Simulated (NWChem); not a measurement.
Species: CH3BrMgO; SMILES [O]([Mg][Br])C

```xyz
7

Mg     0.2902    -0.2283    -0.3642
Br    -0.8891     0.7361     1.4199
O      1.1753    -0.9520    -1.7033
C      1.8663    -1.5164    -2.7477
H      2.2656    -0.7523    -3.4439
H      2.7317    -2.1145    -2.3994
H      1.2300    -2.1954    -3.3493
```
Atoms are numbered in this order, from 1.

Computed with NWChem. The geometry was optimised at PBE0/def2-SVP. Static field.

For level B3LYP/def2-SVPD:

- isotropic polarisability (bohr³) = 62.2
- anisotropy (bohr³) = 26.6

Q: What are these values for level PBE/def2-SVPD?

A: The isotropic polarisability (bohr³) comes out as 65.9 and the anisotropy (bohr³) is 30.2.
